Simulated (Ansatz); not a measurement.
C₆H₁₃, charge +2, doublet, at a GFN2-xTB geometry of the parent state (a state made from the parent by changing its charge; the spin is typed, not shown lowest); R2SCAN/STO-3G (Ansatz, a quantum-chemistry and plane-wave program).

The Ansatz input:
Ansatz 0.2 input:
```yaml
crystal:
  periodic: [false, false, false]
  atoms:
    - {symbol: C, position_ang: [-2.98430396, -0.66041146, -0.04973240]}
    - {symbol: C, position_ang: [-1.58600614, -0.51915247, 0.38081968]}
    - {symbol: C, position_ang: [-0.85691671, 0.60359329, -0.40073596]}
    - {symbol: C, position_ang: [0.57074552, 0.84124676, 0.08712427]}
    - {symbol: C, position_ang: [1.52002337, -0.31817981, -0.20726247]}
    - {symbol: C, position_ang: [2.95401446, 0.02034191, 0.18271071]}
    - {symbol: H, position_ang: [-3.22259204, -1.20158113, -0.94514443]}
    - {symbol: H, position_ang: [-3.76064498, -0.08153014, 0.41167488]}
    - {symbol: H, position_ang: [-1.53785710, -0.27248627, 1.44434508]}
    - {symbol: H, position_ang: [-1.04629639, -1.45351122, 0.20928618]}
    - {symbol: H, position_ang: [-0.84553535, 0.34537543, -1.46144559]}
    - {symbol: H, position_ang: [-1.43041506, 1.52616864, -0.28778204]}
    - {symbol: H, position_ang: [0.55920612, 1.03502542, 1.16245642]}
    - {symbol: H, position_ang: [0.95525016, 1.73927111, -0.40434564]}
    - {symbol: H, position_ang: [1.48038554, -0.55392746, -1.27334677]}
    - {symbol: H, position_ang: [1.20274833, -1.20545720, 0.34319572]}
    - {symbol: H, position_ang: [3.61586505, -0.81709521, -0.02581457]}
    - {symbol: H, position_ang: [3.01601134, 0.25037650, 1.24428674]}
    - {symbol: H, position_ang: [3.30853527, 0.88474228, -0.37490878]}
basis:
  gaussian:
    orbitals: STO-3G
hamiltonian:
  xc: r2scan
total_charge: 2
magnetization: {spin_polarized: true, initial_magnetization: 1}
```

Output, abridged:

```
Functional definition: r2SCAN
608 factors; integrals over basis functions are off by at most 4.7e-5 eV
mean field evaluation 1: about -6322.2409 eV, gradient 2.8e1 eV
mean field evaluation 2: about -6265.8586 eV, gradient 7.3e1 eV
mean field evaluation 4: about -6329.9893 eV, gradient 1.2e1 eV
mean field evaluation 8: about -6331.4654 eV, gradient 8.5e-1 eV
mean field evaluation 16: about -6331.2897 eV, gradient 2.6e-3 eV
mean field evaluation 32: about -6329.8364 eV, gradient 5.6e0 eV
mean field evaluation 64: about -6330.9261 eV, gradient 5.3e0 eV
mean field evaluation 96: about -6331.2663 eV, gradient 1.9e-1 eV
mean field -6331.28972041 eV, -232.6706057228 hartree, gradient 1.3e-5 eV, S^2 0.751601; 8 other end points of the search recorded, 0 dependent functions left out
reference -6331.28972928 eV, -232.6706060488 hartree; 24, 23 occupied and 19, 20 virtual orbitals, 608 factors
Total energy: -6331.28972928 eV, -232.6706060488 hartree
```
